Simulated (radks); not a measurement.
All-electron atom: I45+ in [He] 2s2 2p4.

Method: scalar-relativistic Kohn-Sham, r2SCAN, spin-polarised, spherical densities, finite nucleus; open shells are filled with parallel spins first (spin-orbit coupling, left out, can overturn this in heavy ions); meta-GGA in the generalised Kohn-Sham scheme; Fermi nuclear charge, rms radius 4.75 fm; computed with a radial shooting solver on a logarithmic mesh with Libxc functionals.

Energy parts (hartree):
| part | energy |
|---|---|
| total | -4790.04738 |
| kinetic | 5105.93227 |
| electron-nucleus | -10192.40649 |
| Hartree | 372.13802 |
| exchange-correlation | -75.71118 |

Orbitals (lengths in bohr, moments of r in powers of bohr; r(max) is where P^2 peaks):
| orbital | occ. | eigenvalue (hartree) | r(max) | <r> | <r^4> | <r^2> |
|---|---|---|---|---|---|---|
| 1s up | 1 | -1344.923 | 0.01753 | 0.02718 | 2.619e-06 | 0.001001 |
| 1s down | 1 | -1343.773 | 0.01752 | 0.02715 | 2.608e-06 | 0.0009990 |
| 2s up | 1 | -304.6810 | 0.09720 | 0.1132 | 0.0003802 | 0.01506 |
| 2s down | 1 | -303.0570 | 0.09735 | 0.1135 | 0.0003842 | 0.01513 |
| 2p up | 3 | -287.9208 | 0.07748 | 0.09832 | 0.0002631 | 0.01171 |
| 2p down | 1 | -285.8161 | 0.07769 | 0.09866 | 0.0002673 | 0.01179 |

The highest occupied level is 2p down at -7777.5 eV. For comparison, the ionisation energy in NIST's Atomic Spectra Database is 7811 eV (theoretical). In exact Kohn-Sham theory the highest level is minus the ionisation energy, but local and semilocal functionals leave it too shallow, through self-interaction and a potential that decays too fast; potentials with the right tail come closer. The density falls to 0.001 e/bohr^3 at r = 0.42 bohr. The spin density at the nucleus is -31.3 e/bohr^3 (1s -153.4, 2s 122.0). Spin moment in Bohr magnetons: 2. Summed over all electrons, <r^2> = 0.07911 bohr^2, which gives a Langevin (diamagnetic) susceptibility term of -0.0627 x 10^-6 cm^3/mol. The electron density at the nucleus is 2.529e+05 e/bohr^3 (large components only).
